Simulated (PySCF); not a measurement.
This PySCF input asks for the NMR shieldings of SMILES C[SiH2]N[C@@H](C)C(F)F, C$_{4}$H$_{11}$F$_{2}$NSi; the geometry comes from GFN2-xTB.

```python
import basis_set_exchange as bse
import numpy as np
from pyscf import gto, dft
from pyscf.prop import nmr

atoms = """
C     2.984754   -0.127563   -0.842249
Si    1.688627   -0.268309    0.527106
N     0.161117   -0.086916   -0.250863
C    -1.089678   -0.203314    0.448730
C    -1.551527    1.099272    1.104378
C    -2.151186   -0.703906   -0.539515
F    -2.472772    0.259271   -1.439173
F    -3.303454   -1.025606    0.096309
H     3.974945   -0.303078   -0.436325
H     2.817500   -0.857816   -1.627371
H     2.989760    0.856911   -1.299893
H     1.974430    0.723152    1.581244
H     1.651404   -1.603694    1.132714
H     0.091507    0.569222   -1.015863
H    -0.976600   -0.980433    1.210920
H    -2.502712    0.950398    1.609371
H    -1.673153    1.873418    0.349303
H    -0.809149    1.423653    1.827928
H    -1.813615   -1.585412   -1.104327
"""
names = dict.fromkeys(["C", "Si", "N", "F", "H"], "pcSseg-1")
basis = {el: gto.basis.parse(bse.get_basis(n, elements=[el], fmt="nwchem")) for el, n in names.items()}
mol = gto.M(atom=atoms, basis=basis, charge=0, verbose=0)
mf = dft.RKS(mol, xc="PBE0")
mf.grids.level = 2
mf.grids.alignment = dft.numint.BLKSIZE   # the property module wants whole blocks of grid points
mf.conv_tol = 1e-9
mf.kernel()

calc = nmr.RKS(mf)   # GIAO
C = mf.mo_coeff
Co = C[:, mf.mo_occ > 0]
resp = mf.gen_response(singlet=True, hermi=2)
def vind(x):   # induced exchange potential for any number of trial vectors
    d = np.einsum("pi,xij,qj->xpq", C, 2 * x.reshape(-1, C.shape[1], Co.shape[1]), Co, optimize=True)
    return np.einsum("xpq,pi,qj->xij", resp(d - d.transpose(0, 2, 1)), C, Co, optimize=True).ravel()
mo1, _ = nmr.rhf.solve_mo1(calc, with_cphf=vind)
sigma = calc.kernel(mo1)
for i, s in enumerate(sigma):   # ppm
    print("%2d %-2s %9.2f" % (i, mol.atom_pure_symbol(i), np.trace(s) / 3))
```

**Question.** Give the expected output.

**Answer.** 
```
 0 C     192.42
 1 Si    381.94
 2 N     227.78
 3 C     131.45
 4 C     170.57
 5 C      61.85
 6 F     337.40
 7 F     311.50
 8 H      31.70
 9 H      31.34
10 H      31.44
11 H      26.63
12 H      27.07
13 H      31.79
14 H      28.81
15 H      30.36
16 H      30.59
17 H      30.41
18 H      25.60
```

These numbers come from an equivalent density-fitted implementation of the same equations, which agrees with the script to about 0.01 ppm for H and up to a few tenths of a ppm for heavy atoms, so last digits may differ.

**Question.** Turn these shieldings into chemical shifts. References, each an isolated molecule treated in the same way: ¹³C (σref 186.93) and ²⁹Si (σref 349.16) and ¹H (σref 31.72) vs TMS; NH3 for ¹⁵N (σref 267.73); ¹⁹F (σref 170.95) against CFCl3.

**Answer.** Averaging equivalent atoms: C 5: 125.1; C 3: 55.5; C 4: 16.4; C 0: -5.5; Si 1: -32.8; N 2: 40.0; F 7: -140.6; F 6: -166.5; H 18: 6.11; H 11: 5.09; H 12: 4.65; H 14: 2.90; H 15/16/17: 1.26; H 8/9/10: 0.22; H 13: -0.08 ppm. Unscaled 19F shifts against computed CFCl3 carry errors that often reach 10 to 50 ppm. Experimental scales use liquid or dissolved standards, which lie at an offset from isolated NH3 (liquid NH3: subtract about 20 ppm).

Size and cost of the density-fitted run: 198 basis functions, 60 s wall time on 1 thread of an Arm Neoverse N1, shared host; peak memory 0.87 GiB.
